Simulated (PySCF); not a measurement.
Spin states of SrH⁺

Unrestricted PBE0; PySCF, scalar-relativistic core potentials, basis sets Sr def2-TZVP with ECP28, H def2-TZVP. Outer shells of the fragments: Sr+ 5s1; H 1s1.

Followed along the bond (rough minima from three points):

```tsv
2Ms+1	unpaired	⟨S²⟩ at the start	R at minimum (Å)	Te (eV)
1	none	0.00	2.03	0.00
3	σ ↑↑	2.00	none in the scan	≤ 2.49
```

Solutions found at the starting distance of 2.130 Å, counted from the lowest of them; the search is not exhaustive and high or unbound solutions are not listed, so other states can lie among these:

| 2Ms+1 | unpaired | term | E (eV) | ⟨S²⟩ | ⟨Lz²⟩ | μ (D) |
| --- | --- | --- | --- | --- | --- | --- |
| 1 | none | ¹Σ⁺ | 0.00 | 0.00 | 0.00 | -5.18 |
| 3 | σ ↑↑ | ³Σ⁺ | 2.66 | 2.00 | 0.00 | 1.28 |
| 3 | σ ↑, π ↑ | ³Π | 3.69 | 2.00 | 1.00 | -0.54 |
| 1 | σ ↑, π ↓ | mixed | 3.84 | 1.00 | 1.00 | -0.31 |
| 3 | σ ↑, δ ↑ | ³Δ | 3.97 | 2.00 | 4.00 | 0.40 |
| 1 | σ ↑, δ ↓ | mixed | 3.98 | 1.00 | 4.00 | 0.39 |

A term symbol is given only where ⟨S²⟩ and ⟨Lz²⟩ are close to those of a pure state; real π, δ and φ orbitals otherwise mix terms. A positive dipole points towards H; it is taken about the centre of mass and depends on that origin.

Counting both spins, an empty level lies below a filled one in some of these solutions, because spin and occupation are held.
